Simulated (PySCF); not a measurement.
# Orbital picture of SnH⁺

RHF at R = 1.772 Å; PySCF, scalar-relativistic core potentials, basis sets Sn def2-SVPD with ECP28, H def2-SVPD. State: ¹Σ⁺ (singlet), closed shell. Only the outer orbitals are listed, counted within each symmetry, core potentials removing the inner ones.

| orbital | occ. | ε (eV) | on Sn (%) | main shells (%) |
| --- | --- | --- | --- | --- |
| 1δ | 2 | -43.92 | 100 | 100 Sn d |
| 1δ | 2 | -43.92 | 100 | 100 Sn d |
| 2π | 2 | -43.51 | 100 | 100 Sn d |
| 2π | 2 | -43.51 | 100 | 100 Sn d |
| 3σ | 2 | -43.47 | 100 | 100 Sn d |
| 4σ | 2 | -22.59 | 76 | 72 Sn s, 23 H s |
| 5σ | 2 | -16.14 | 68 | 43 Sn p, 33 H s, 23 Sn s |
| 3π | 0 | -6.34 | 100 | 100 Sn p |
| 3π | 0 | -6.34 | 100 | 100 Sn p |
| 6σ | 0 | -2.52 | 93 | 81 Sn s, 9 Sn p, 8 H s |

Task: Which are the highest filled and the lowest empty level, where do they sit, and how wide is the gap?

Result: Highest filled 5σ at -16.14 eV (in %: 43 Sn p, 33 H s, 23 Sn s); lowest empty 3π at -6.34 eV (in %: 100 Sn p); the gap at RHF is 9.80 eV.

| Property | Result |
| --- | --- |
| bond order (Mayer) | 0.93 |
| ⟨S²⟩ | 0.000 |
| charge on Sn (Mulliken, basis-dependent) | 1.13 |
| charge on Sn (Löwdin, basis-dependent) | 1.23 |
| dipole moment (positive dipole points towards H; it is taken about the centre of mass and depends on that origin) | 0.16 D |
| polarisability along the bond | 36.2 bohr³ |
| polarisability across the bond | 27.8 bohr³ |

Spin–orbit coupling is left out.
